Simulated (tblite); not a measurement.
Species: C8H13OP.
Geometry (GFN2-xTB, Å), atoms numbered from 1 in this order:
```xyz
23
C8H13OP angstrom
C      3.360   -2.288    0.502
C      2.718   -1.306    0.745
C      1.915   -0.137    1.003
P      1.424    0.682   -0.612
C      0.071   -0.534   -1.079
C     -0.998    0.233   -0.271
O     -1.359   -0.388    0.942
C     -2.267   -1.448    0.793
C     -0.165    1.494    0.029
C     -0.591    2.723   -0.754
H      3.934   -3.145    0.311
H      2.493    0.589    1.585
H      1.009   -0.412    1.550
H     -0.134   -0.544   -2.149
H      0.256   -1.553   -0.742
H     -1.908    0.444   -0.857
H     -3.200   -1.105    0.329
H     -1.850   -2.259    0.186
H     -2.476   -1.820    1.795
H     -0.148    1.711    1.100
H     -1.588    3.041   -0.452
H     -0.604    2.510   -1.821
H      0.104    3.540   -0.577
```

Level: GFN2-xTB in tblite, geometry and Hessian alike; calculated harmonic values, unscaled, isolated species. This tight-binding method is rough: wavenumbers can miss measured ones by several per cent, in bad cases by 10 to 20. One conformer, not necessarily the lowest.

Harmonic wavenumbers (cm⁻¹): 35.5, 75.8, 89.7, 110.8, 169.0, 177.1, 203.1, 218.6, 228.3, 266.0, 306.3, 331.0, 387.1, 417.8, 466.9, 586.1, 624.9, 638.5, 682.1, 732.8, 754.8, 767.8, 845.7, 916.8, 965.9, 995.8, 1002.5, 1012.0, 1057.5, 1086.2, 1102.6, 1105.8, 1122.9, 1135.7, 1167.0, 1175.2, 1179.7, 1192.5, 1243.0, 1279.5, 1330.0, 1392.5, 1406.4, 1407.9, 1427.2, 1470.7, 1490.5, 1491.6, 1496.8, 2283.6, 2823.1, 2899.0, 2924.7, 2926.7, 2929.8, 2947.3, 2985.0, 2990.2, 3010.4, 3020.2, 3025.6, 3029.7, 3397.8.

A = 1450, B = 888.3, C = 637.3 MHz; mass 156.070 u (most abundant isotopes); point group C1, symmetry number 1.

Question: Zero-point energy?

Answer: Half the sum of the wavenumbers: 40982 cm⁻¹ = 117.17 kcal/mol.

Question: Give the ideal-gas entropy at 350 K and 1 bar in the rigid-rotor, harmonic-oscillator model (classical rotation).

Answer: Translation 41.87, rotation 30.83, vibration 44.61: S = 117.3 cal/(mol K).

Question: And Cp and H(350 K) − H(0)?

Answer: Cp = 52.97 cal/(mol K), of which vibrations give 45.02 (their classical limit is 63 R = 125.2); H(350 K) − H(0) = 10.91 kcal/mol without the zero-point energy, 8.12 from vibrations.

Question: How do the functions run with temperature in this model?

Answer: 
| T (K) | S (cal/(mol K)) | Cp (cal/(mol K)) | H − H(0) (kcal/mol) | G − H(0) (kcal/mol) | ln q(vib) |
| --- | --- | --- | --- | --- | --- |
| 50 | 61.2 | 14.5 | 0.53 | -2.53 | 0.71 |
| 100 | 73.8 | 22.4 | 1.46 | -5.92 | 2.24 |
| 298.15 | 109.3 | 46.7 | 8.32 | -24.27 | 9.03 |
| 373.15 | 120.8 | 55.7 | 12.16 | -32.91 | 11.54 |
| 500 | 139.0 | 68.9 | 20.10 | -49.40 | 15.71 |
| 750 | 170.7 | 87.5 | 39.83 | -88.22 | 23.56 |
| 1000 | 197.7 | 99.7 | 63.33 | -134.37 | 30.84 |

q(vib) and H(0) count from the zero-point level.

Question: What must be added to the electronic energy to get the Gibbs energy at 350 K and 1 bar?

Answer: ZPE + [H(350 K) − H(0)] − T·S = 117.17 + 10.91 − 41.06 = 87.02 kcal/mol.

Question: Which modes carry the vibrational entropy at 350 K?

Answer: 35.5 cm⁻¹: 5.81; 75.8 cm⁻¹: 4.31; 89.7 cm⁻¹: 3.98; 110.8 cm⁻¹: 3.57; 169.0 cm⁻¹: 2.75; 177.1 cm⁻¹: 2.66 cal/(mol K); the other 57 give 21.52 together.

Question: Blend soft modes into free rotors: weight 1/[1 + (100 cm⁻¹/ν̃)⁴] for the oscillator and the rest for a rotor with moment μB/(μ + B), μ = h/(8π²ν), B = 10⁻⁴⁴ kg m². What vibrational entropy results?

Answer: 41.27 cal/(mol K) in place of 44.61, which changes −T·S at 350 K by +1.17 kcal/mol.

Hindered rotation and anharmonicity are outside this model. Other conformers, if any are populated, would add a mixing term that is left out. The structure is chiral; the term R ln 2 for an equal mix with its mirror image is left out.

Run on x86-64 server, one thread, shared host. The figure is for the frequency step alone.
